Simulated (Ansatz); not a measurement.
germanium monotelluride (GeTe), singlet, at a GFN2-xTB geometry (core potentials on Te); WB97M-V/def2-SVPD (Ansatz, a program for electronic structure).

Here is a job for Ansatz.
Ansatz 0.2 input:
```yaml
crystal:
  periodic: [false, false, false]
  atoms:
    - {symbol: Ge, position_ang: [-0.00000000, -0.00000000, -1.45814979]}
    - {symbol: Te, position_ang: [0.00000000, 0.00000000, 0.89732295]}
basis:
  gaussian:
    orbitals: def2-SVPD
hamiltonian:
  xc: {name: wB97M-V}
```

What the program printed (banner, timings and long lists left out):

```
Functional definition: wB97M-V
812 factors; integrals over basis functions are off by at most 2.6e-4 eV
229 factors; integrals over basis functions are off by at most 3.8e-5 eV
mean field evaluation 1: about -63799.8026 eV, gradient 1.9e1 eV
mean field evaluation 2: about -63798.5709 eV, gradient 2.9e1 eV
mean field evaluation 4: about -63801.2201 eV, gradient 3.6e-1 eV
mean field evaluation 8: about -63801.2270 eV, gradient 7.0e-3 eV
mean field evaluation 16: about -63801.2270 eV, gradient 5.2e-5 eV
mean field -63801.22704402 eV, -2344.6518478429 hartree, gradient 5.2e-5 eV, S^2 0.000000; 0 other end points of the search recorded, 0 dependent functions left out
reference -63801.22709770 eV, -2344.6518498156 hartree; 28, 28 occupied and 45, 45 virtual orbitals, 812 factors
Total energy: -63801.22709770 eV, -2344.6518498156 hartree
```
